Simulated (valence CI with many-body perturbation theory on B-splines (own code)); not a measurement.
## Which ion has this spectrum?

A relativistic CI+MBPT calculation for an atom or ion with 42 electrons gives these levels (cm⁻¹):

| J | Parity | E | g |
| --- | --- | --- | --- |
| 4 | even | 0.0 | 1.26 |
| 2 | even | 23434 | 1.28 |
| 0 | even | 79243 |  |
| 3 | even | 160402 | 1.36 |
| 4 | even | 167966 | 1.18 |
| 1 | even | 175913 | 1.30 |
| 5 | even | 195224 | 1.13 |
| 6 | even | 197550 | 1.11 |
| 2 | even | 214575 | 0.97 |
| 3 | even | 219750 | 1.06 |
| 0 | even | 247177 |  |
| 1 | even | 260201 | 1.18 |
| 2 | even | 262057 | 1.13 |
| 4 | even | 263496 | 1.05 |

The energies are calculated, and their last digits are not significant.

**Question.** Which is it?
A. Pt36+
B. Re33+
C. Os34+
D. Hg38+

**Answer.** A. Pt36+, ground level (4d3/2^4 4d5/2^2) J=4.
